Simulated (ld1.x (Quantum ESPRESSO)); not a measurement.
## Pr (Z = 59), RRKJ: configuration errors across variants

```
Element                 : praseodymium (Pr)
Generator               : ld1.x (Quantum ESPRESSO) 7.5
Type                    : norm-conserving RRKJ (Kleinman–Bylander form)
Functional              : PBE
Relativity              : scalar-relativistic
Frozen core             : [Kr] 4d10
Valence charge          : 13
Reference configuration : 4f3 5s2 5p6 5d0 6s0 6p0 (charge +2)
Partial waves           : 5p (bound): rc 2.70 bohr; 5d (bound, empty): rc 2.70 bohr; 4f (bound): rc 1.75 bohr; 5s (bound): rc 2.55 bohr
Local potential         : the s channel
Core correction         : none
rho0                    : 0.02
```

All-electron excitation energies from the reference (eV): (1) 4f3 5s2 5p6 5d0 6s1 6p0 -10.626; (2) 4f2 5s2 5p6 5d0 6s0 6p0 21.578; (3) 4f3 5s2 5p6 5d0 6s0 6p1 -7.732; (4) 4f3 5s2 5p5 5d0 6s2 6p0 9.763; (5) 4f2 5s2 5p6 5d0 6s2 6p0 -8.819; (6) 4f3 5s1 5p6 5d0 6s2 6p0 27.808.

Tests that are not counted but printed errors over 1 eV. “base”: 4f3 5s2 5p6 5d0 6s2 6p0 (solver errors, printed error +2.9 eV). “wave 5d (bound): rc 2.70 bohr becomes 5d (bound): rc 3.16 bohr”: 4f3 5s2 5p6 5d0 6s2 6p0 (solver errors, printed error +2.9 eV). “wave 4f (bound): rc 1.75 bohr becomes 4f (bound): rc 2.58 bohr”: 4f3 5s2 5p6 5d0 6s2 6p0 (solver errors, printed error +2.8 eV). “core correction a·sin(br)/r model core inside 1.80 bohr”: 4f3 5s2 5p6 5d0 6s2 6p0 (solver errors, printed error +2.9 eV).

1 further variants failed, have other tests or too few solved ones, and are left out.

Errors AE − PS in meV (a dash: test not solved or not reliable):

```csv
change,(1),(2),(3),(4),(5),(6),bound ghosts
base,+1560,+439,-102,+4065,+5279,+4286,none
wave 5d (bound): rc 2.70 bohr becomes 5d (bound): rc 3.16 bohr,+1560,+439,-102,+4065,+5279,+4286,none
wave 4f (bound): rc 1.75 bohr becomes 4f (bound): rc 2.58 bohr,+1545,+1128,-102,+4035,+5514,+4244,none
wave 5s (bound): rc 2.55 bohr becomes 5s (bound): rc 1.74 bohr,+102,+468,+41,+253,+787,+305,none
core correction a·sin(br)/r model core inside 1.80 bohr,+1557,+433,-102,+4043,+5247,+4276,none
```

(1) Give the same row for: all radii scaled by about 0.75 (s 1.92, p 2.02, d 2.02, f 1.32 bohr).

Results:

(1) +220, +128, +16, +583, +915, +636; bound ghosts: none.
